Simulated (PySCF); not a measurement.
# Two-component Hartree-Fock for Cu²¹⁺ (copper, charge +21)

Start: [He] 2s2 2p4; 2p1/2 filled at m_j = -1/2, +1/2; 2p3/2 filled at m_j = +1/2, +3/2. Calculated with PySCF 2.14 in an uncontracted even-tempered set (18 s from 5.6 bohr⁻², ratio 2.4; 12 p from 7.3 bohr⁻², ratio 2.4; 5 d from 29 bohr⁻², ratio 2.6; 5 f from 44 bohr⁻², ratio 2.6): generalised Hartree-Fock with the X2C-1e Hamiltonian and a Gaussian nucleus; one run each with spin-orbit coupling (SO) switched off, then screened by Boettger's factors.

```tsv
spinor shell	electrons	ε, spin-free (eV)	ε, screened SO (eV)	weight of nominal j (screened SO)	rms radius, screened SO (bohr)
1s1/2	2	-10111.0	-10109.7	1.000	0.0599
2s1/2	2	-2049.9	-2049.5	1.000	0.244
2p1/2	2	-1932.1	-1945.5	0.830	0.213
2p3/2	2	-1932.1	-1923.3	0.856	0.216
```

| quantity | spin-free | screened SO |
| --- | --- | --- |
| E (hartree) | -1328.41384 | -1328.86898 |
| M_J | 2 | 2 |
| ⟨J²⟩ | 6.000 | 6.000 |
| ⟨L²⟩ | 2.000 | 2.558 |
| ⟨S²⟩ | 2.000 | 1.722 |

Each row is a mean over spinors that exchange with the open shell spreads, by up to 38.253 eV (2s1/2).

Rows whose weight is well below 1 are mixtures of j = l ± 1/2: exchange outweighs spin-orbit coupling there, and the label is only the starting occupation.

Without spin-orbit coupling the j labels of p, d and f shells carry no meaning; the spin-free column gives the mean over the occupied spinors of each nl shell.
